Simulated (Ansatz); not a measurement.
The cluster Be₃⁻ (the lowest doublet isomer of a short search), 3 atoms. Hardware: 4 threads of Arm Neoverse V2 on a shared host.

How many basis functions does each of these Ansatz runs have, and roughly what does it cost? LC-ωPBE/def2-TZVPD, charge -1 doublet, energy, from earlier orbitals; B3LYP/6-31G, charge -1 doublet, energy; CAM-B3LYP/def2-TZVPD, charge -1 doublet, energy, from earlier orbitals; r2SCAN/def2-TZVPD, charge 0 singlet at the geometry of the charge -1 doublet, energy, from earlier orbitals; HF/def2-TZVPD, charge -1 quartet, energy, from earlier orbitals; PBE/def2-SVPD, charge -1 doublet, energy, from earlier orbitals; B3LYP/def2-TZVPD, charge -1 quartet, relaxation, 4 steps; r2SCAN/def2-TZVPD, charge 0 triplet at the geometry of the charge -1 doublet, energy, from earlier orbitals; HF/6-31G, charge -1 doublet, energy; LC-ωPBE/def2-TZVPD, charge -1 quartet, energy, from earlier orbitals; PBE/def2-TZVPD, charge -1 doublet, energy, from earlier orbitals; B3LYP/6-31G, charge -1 quartet, energy.

Other jobs shared the machine, so times can vary by a factor of up to 3. A dash marks memory too small to be measured apart from the calling script's.

```json
{"run": "HF/6-31G, charge -1 doublet, energy", "functions": "27", "fitting or Cholesky vectors": "375", "wall time": "0.1 s", "peak host memory (GiB)": "–"}
{"run": "HF/def2-TZVPD, charge -1 quartet, energy, from earlier orbitals", "functions": "66", "fitting or Cholesky vectors": "504", "wall time": "0.15 s", "peak host memory (GiB)": "–"}
{"run": "B3LYP/6-31G, charge -1 quartet, energy", "functions": "27", "fitting or Cholesky vectors": "375", "wall time": "0.3 s", "peak host memory (GiB)": "–"}
{"run": "B3LYP/6-31G, charge -1 doublet, energy", "functions": "27", "fitting or Cholesky vectors": "375", "wall time": "0.55 s", "peak host memory (GiB)": "–"}
{"run": "PBE/def2-SVPD, charge -1 doublet, energy, from earlier orbitals", "functions": "36", "fitting or Cholesky vectors": "456", "wall time": "0.55 s", "peak host memory (GiB)": "–"}
{"run": "r2SCAN/def2-TZVPD, charge 0 singlet at the geometry of the charge -1 doublet, energy, from earlier orbitals", "functions": "66", "fitting or Cholesky vectors": "471", "wall time": "0.6 s", "peak host memory (GiB)": "–"}
{"run": "LC-ωPBE/def2-TZVPD, charge -1 quartet, energy, from earlier orbitals", "functions": "66", "fitting or Cholesky vectors": "471", "wall time": "0.95 s", "peak host memory (GiB)": "–"}
{"run": "PBE/def2-TZVPD, charge -1 doublet, energy, from earlier orbitals", "functions": "66", "fitting or Cholesky vectors": "471", "wall time": "0.95 s", "peak host memory (GiB)": "–"}
{"run": "CAM-B3LYP/def2-TZVPD, charge -1 doublet, energy, from earlier orbitals", "functions": "66", "fitting or Cholesky vectors": "471", "wall time": "1 s", "peak host memory (GiB)": "–"}
{"run": "LC-ωPBE/def2-TZVPD, charge -1 doublet, energy, from earlier orbitals", "functions": "66", "fitting or Cholesky vectors": "471", "wall time": "1.1 s", "peak host memory (GiB)": "–"}
{"run": "r2SCAN/def2-TZVPD, charge 0 triplet at the geometry of the charge -1 doublet, energy, from earlier orbitals", "functions": "66", "fitting or Cholesky vectors": "471", "wall time": "1.4 s", "peak host memory (GiB)": "–"}
{"run": "B3LYP/def2-TZVPD, charge -1 quartet, relaxation, 4 steps", "functions": "66", "fitting or Cholesky vectors": "471", "wall time": "5 s", "peak host memory (GiB)": "–"}
```
